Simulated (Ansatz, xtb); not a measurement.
## C2H7BGeO: which of two isomers lies lower

Structure X is `B[C@@]1([GeH3])CO1`, a singlet and structure Y is `B[C@@H]1O[C@H]1[GeH3]`, a singlet. Both are isolated molecules in the gas phase, relaxed with B3LYP/def2-SVP; the shapes shown needn't be the lowest conformers.

X (Å):

```yaml
atoms:
  - { symbol: C, position_ang: [-0.7639, -0.8142, 0.9316] }
  - { symbol: C, position_ang: [-1.2023, 0.2341, -0.0580] }
  - { symbol: B, position_ang: [-1.8386, -1.8792, 1.2397] }
  - { symbol: Ge, position_ang: [1.1762, -1.2052, 1.0129] }
  - { symbol: O, position_ang: [-1.0776, 0.5669, 1.2886] }
  - { symbol: H, position_ang: [-2.9055, -1.5452, 1.6920] }
  - { symbol: H, position_ang: [-1.6262, -3.0410, 0.9892] }
  - { symbol: H, position_ang: [1.5008, -2.4767, 0.2007] }
  - { symbol: H, position_ang: [1.5942, -1.4193, 2.4813] }
  - { symbol: H, position_ang: [1.9374, 0.0031, 0.4301] }
  - { symbol: H, position_ang: [-2.2272, 0.2192, -0.4566] }
  - { symbol: H, position_ang: [-0.4490, 0.6423, -0.7475] }
```

Y (Å):

```yaml
atoms:
  - { symbol: C, position_ang: [-0.2391, -1.9228, 0.8487] }
  - { symbol: C, position_ang: [-1.0494, -0.6465, 0.8170] }
  - { symbol: B, position_ang: [-0.5606, -2.8975, -0.3019] }
  - { symbol: Ge, position_ang: [-0.2406, 1.0565, 1.4076] }
  - { symbol: O, position_ang: [-1.2740, -1.6187, 1.8058] }
  - { symbol: H, position_ang: [0.3138, -3.2555, -1.0523] }
  - { symbol: H, position_ang: [-1.7003, -3.2426, -0.4866] }
  - { symbol: H, position_ang: [0.7763, -1.8189, 1.2561] }
  - { symbol: H, position_ang: [-1.8515, -0.5734, 0.0642] }
  - { symbol: H, position_ang: [0.2948, 1.8320, 0.1855] }
  - { symbol: H, position_ang: [-1.3163, 1.9008, 2.1192] }
  - { symbol: H, position_ang: [0.9077, 0.7325, 2.3807] }
```

Quicker runs give these differences E(Y) − E(X): GFN2-xTB −2.80 kJ/mol; HF/STO-3G −25.29 kJ/mol (at GFN2-xTB geometries); r2SCAN-D4/def2-SVP −4.01 kJ/mol (at GFN2-xTB geometries).

Task: Estimate E(Y) − E(X) at the level CCSD(T)/def2-SVP + ΔMP2/def2-TZVPP.

Result: Too close to call at this level: CCSD(T)/def2-SVP + ΔMP2/def2-TZVPP gives E(Y) − E(X) = +2.55 kJ/mol.

Level by level:

| level | geometry | E(Y) − E(X) (kJ/mol) | departure from the last row (kJ/mol) | job, with rough time for the two |
| --- | --- | --- | --- | --- |
| GFN2-xTB | GFN2-xTB | −2.80 | −5.35 | optimisation, 0.78 s |
| HF/STO-3G | GFN2-xTB | −25.29 | −27.85 | single point, 1.5 s |
| r2SCAN-D4/def2-SVP | GFN2-xTB | −4.01 | −6.57 | single point, 9.3 s |
| B3LYP/def2-SVP | B3LYP/def2-SVP | −2.16 | −4.72 | optimisation, 3 min |
| HF/def2-SVP | B3LYP/def2-SVP | +0.03 | −2.52 | part of the CCSD(T) run |
| MP2/def2-SVP | B3LYP/def2-SVP | +2.54 | −0.01 | part of the CCSD(T) run |
| CCSD(T)/def2-SVP | B3LYP/def2-SVP | +2.38 | −0.17 | single point |
| CCSD(T)/def2-SVP + ΔMP2/def2-TZVPP | B3LYP/def2-SVP | +2.55 |  | single point, 2.4 min |

As drawn, both hold the same kinds of bond in the same numbers.

The largest departure from CCSD(T)/def2-SVP + ΔMP2/def2-TZVPP is that of HF/STO-3G, 27.85 kJ/mol. The last row adds to CCSD(T) the change of the MP2 difference between the two basis sets, here +0.17 kJ/mol.

With thermal terms from frequencies at re-optimised GFN2-xTB minima (ideal gas, soft modes damped towards free rotors, one conformer each, 298.15 K, 1 atm): on the last row, ΔE + ΔZPE = +4.09, ΔH = +3.35, ΔG = +5.25 kJ/mol.

The correlated steps freeze 13 core orbitals; the filled d shell of Ge is correlated, in a basis made for valence electrons. Run with Ansatz 0.2.0, xtb 6.7.1; the last row on 2 threads of AMD EPYC (Zen 3) on a shared host.
